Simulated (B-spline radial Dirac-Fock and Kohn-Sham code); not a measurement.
Z = 57 (lanthanum), transition energy 236 keV. These are calculated numbers from a B-spline atomic structure program; the model is a Dirac-Hartree-Slater potential of the neutral atom with a Latter tail (no hole, which puts coefficients of high multipoles low close above an edge), finite nucleus with surface currents. Subshells that would emit electrons below 1 keV are left out.

Problem. A pure transition shows α(K) = 1.05, L1/L2 = 0.177 and L1/L3 = 0.283. What is its multipolarity?
A. E4
B. M2
C. E2
D. E1
E. E3
F. M4
G. M3
H. M1

Solution. A. For comparison, α(K), L1/L2, L1/L3 are E1 0.0193, 11.6, 9.33; E2 0.0805, 1.76, 2.07; E3 0.294, 0.448, 0.649; M1 0.0860, 15.5, 72.3; M2 0.419, 9.22, 14.7; M3 1.74, 6.07, 3.86; M4 7.16, 4.41, 1.72.
